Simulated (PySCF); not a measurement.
**Dipole response of Cr+ (chromium, charge +1)**

[Ar] 3d4 4s1, high-spin 6D determinant (an excited configuration). Computed with PySCF 2.14 in aug-cc-pwCVTZ-DK with one added diffuse shell each of s, p, d, f, g type (11s10p8d5f4g, 152 functions), with scalar relativity by spin-free X2C-1e. Coupled (time-dependent) response in atomic units; α is the mean over directions.

```csv
method,mean α (bohr³),"α xx, yy, zz",C₆ (like pair),S(−4)
BP86,32.61,"32.88, 32.88, 32.07",183.8,828.0
```

S(−4) is the Cauchy moment in α(ω) = α(0) + S(−4) ω² + …

α(iu) at BP86:

```json
{"u (hartree)": "0", "α(iu) (bohr³)": "32.61"}
{"u (hartree)": "0.0500", "α(iu) (bohr³)": "30.68"}
{"u (hartree)": "0.100", "α(iu) (bohr³)": "26.22"}
{"u (hartree)": "0.200", "α(iu) (bohr³)": "17.31"}
{"u (hartree)": "0.300", "α(iu) (bohr³)": "11.80"}
{"u (hartree)": "0.500", "α(iu) (bohr³)": "6.732"}
{"u (hartree)": "0.750", "α(iu) (bohr³)": "4.261"}
{"u (hartree)": "1.00", "α(iu) (bohr³)": "3.081"}
{"u (hartree)": "1.50", "α(iu) (bohr³)": "1.928"}
{"u (hartree)": "2.00", "α(iu) (bohr³)": "1.353"}
{"u (hartree)": "3.00", "α(iu) (bohr³)": "0.7834"}
{"u (hartree)": "5.00", "α(iu) (bohr³)": "0.3632"}
```

For an ion, C₆ is the dispersion term alone; charge-induced terms of lower order in 1/R come first.

The components differ because the open shell of this determinant is not spherical; for a pure term their mean is the scalar polarisability.
